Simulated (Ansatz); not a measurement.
```xyz
2

O    -0.476    0.734   -0.176
Y     0.476   -0.734    0.176
```

Charge 0, multiplicity 2. Y: def2 effective core potential.

**Question.** List the PBE0/def2-TZVPP orbital energies in eV (Ansatz 0.2.0). (An estimate is asked.)

**Answer.** Computed: α occupied: -520.43, -51.30, -30.58, -29.53, -29.53, -21.58, -7.62, -7.62, -7.31, -4.57. α empty: -1.37, -1.37, -1.23, -1.23, -0.61, 1.15, 1.15, 1.54. β occupied: -520.47, -51.15, -30.43, -29.38, -29.38, -21.62, -7.66, -7.66, -7.34. β empty: -2.34, -0.65, -0.65, -0.36, -0.36, 0.08, 1.53, 1.53. ⟨S²⟩ = 0.752.
